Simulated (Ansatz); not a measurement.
Ca4O3, 7 atoms. Hardware: 4 threads of Arm Neoverse V2 on a shared host.

Correlated methods freeze 23 core orbitals; core or outer-core shells of Ca are correlated, in sets that lack core-valence functions.

Q: How many basis functions does each of these Ansatz runs have, and roughly what does it cost? PBE0-D4/def2-SVP, charge 0 singlet, energy, from earlier orbitals; LDA (SPW92)/def2-TZVP, charge 0 singlet, energy, from earlier orbitals; MP2/def2-TZVP, charge 0 singlet, energy, from earlier orbitals; r2SCAN-D4/def2-TZVP, charge 0 singlet, energy, from earlier orbitals; CCSD(T)/def2-SVP, charge 0 singlet, energy, from earlier orbitals; B97M-V/def2-TZVP, charge 0 singlet, energy, from earlier orbitals; PBE-D4/def2-TZVP, charge 0 singlet, energy and forces, from earlier orbitals; PBE0-D4/def2-TZVP, charge 0 singlet, energy, from earlier orbitals; r2SCAN-D4/def2-SVP, charge 0 singlet, relaxation, 17 steps; CAM-B3LYP-D4/def2-TZVP, charge 0 singlet, energy, from earlier orbitals; PBE-D4/def2-SVP, charge 0 singlet, energy, from earlier orbitals.

A: Other jobs shared the machine, so times can vary by a factor of up to 3. A dash marks memory too small to be measured apart from the calling script's.

```csv
run,functions,fitting or Cholesky vectors,wall time,peak host memory (GiB)
"PBE-D4/def2-SVP, charge 0 singlet, energy, from earlier orbitals",138,1565,2.6 s,–
"LDA (SPW92)/def2-TZVP, charge 0 singlet, energy, from earlier orbitals",237,1921,2.6 s,–
"PBE0-D4/def2-SVP, charge 0 singlet, energy, from earlier orbitals",138,1474,3.7 s,–
"PBE-D4/def2-TZVP, charge 0 singlet, energy and forces, from earlier orbitals",237,1921,5.5 s,–
"MP2/def2-TZVP, charge 0 singlet, energy, from earlier orbitals",237,2136,9.5 s,0.94
"r2SCAN-D4/def2-TZVP, charge 0 singlet, energy, from earlier orbitals",237,1921,10 s,–
"PBE0-D4/def2-TZVP, charge 0 singlet, energy, from earlier orbitals",237,2049,10 s,1.1
"CAM-B3LYP-D4/def2-TZVP, charge 0 singlet, energy, from earlier orbitals",237,1993,11 s,1.3
"B97M-V/def2-TZVP, charge 0 singlet, energy, from earlier orbitals",237,1921,21 s,0.67
"CCSD(T)/def2-SVP, charge 0 singlet, energy, from earlier orbitals",138,1474,50 s,1.1
"r2SCAN-D4/def2-SVP, charge 0 singlet, relaxation, 17 steps",138,1565,69 s,–
```
